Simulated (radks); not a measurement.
The numbers below are computed, except where a source is named.
Initial-state core-level shifts of the zinc ion Zn3+ when its valence configuration changes from [Ar] 3d9. Level of theory: scalar-relativistic Kohn-Sham, PBEsol, spin-polarised, spherical densities, finite nucleus; open shells are filled with parallel spins first; Fermi nuclear charge, rms radius 3.9283 fm (a radial shooting solver on a logarithmic mesh with Libxc functionals). Shifts are changes of the shell-averaged eigenvalues in eV (positive: less bound); the change of the density at the nucleus, which sets a Mossbauer isomer shift, is in e/bohr^3, on a base of 2.528e+04.

| valence | 1s | 2s | 2p | 3s | density at nucleus |
|---|---|---|---|---|---|
| 3d8 4s1 | -9.912 | -11.032 | -10.939 | -9.146 | +24.612 |
| 3d8.5 4s0.5 | -4.842 | -5.382 | -5.336 | -4.510 | +11.709 |
| 3d8.5 4p0.5 | -5.567 | -6.082 | -6.033 | -5.243 | +1.924 |
| 3d7.5 4p1.5 | -17.269 | -18.959 | -18.806 | -15.976 | +6.481 |
| 3d7.5 4s1.5 | -15.325 | -17.045 | -16.906 | -14.005 | +38.322 |
| 3d8 4p1 | -11.325 | -12.404 | -12.304 | -10.574 | +4.087 |
| 3d7 4p2 | -23.398 | -25.746 | -25.540 | -21.443 | +9.102 |
| 3d7 4s2 | -20.955 | -23.310 | -23.125 | -18.971 | +53.165 |
